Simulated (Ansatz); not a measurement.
Total energies of Zr(OH)2Cl2 (ZrCl2O2H2) from Ansatz at PBE0-D4/def2-TZVP, gas phase (1 Eh = 27.2114 eV = 2625.5 kJ/mol). The reference geometry is relaxed at r2SCAN-D4/def2-SVP.

```xyz
7

Zr    0.3105   -0.2656    0.0730
O    -1.5368   -0.6833    0.2437
H    -2.4884   -0.7948    0.3001
O     0.5350    1.5402   -0.4792
H     0.5430    2.4588   -0.7573
Cl    1.2732   -1.6932   -1.5561
Cl    1.3635   -0.5621    2.1758
```

```csv
state,geometry,energy (Eh)
charge 0 singlet,reference,-1119.03661
charge 1 doublet,reference,-1118.63471
free Zr atom (triplet),–,-46.88229
free O atom (triplet),–,-75.01860
free H atom (doublet),–,-0.50104
free Cl atom (doublet),–,-459.99739
```

In the def2 sets Zr takes a core potential; there is no spin–orbit coupling.

(1) Work out the vertical ionisation energy to the doublet.

(2) What is the binding energy per atom against free atoms?

(1) E(charge 1 doublet) − E(charge 0 singlet) = -1118.63471 − (-1119.03661) = 0.40190 Eh = 10.94 eV. For comparison, −ε of the highest occupied level is 8.93 eV at this level, 2.01 eV less.

(2) Atoms: 1 × (-46.88229) + 2 × (-75.01860) + 2 × (-0.50104) + 2 × (-459.99739) = -1117.91635 Eh. Binding: -1117.91635 − (-1119.03661) = 1.12026 Eh = 30.48 eV, or 4.35 eV for each of 7 atoms (no zero-point energy, no counterpoise term).
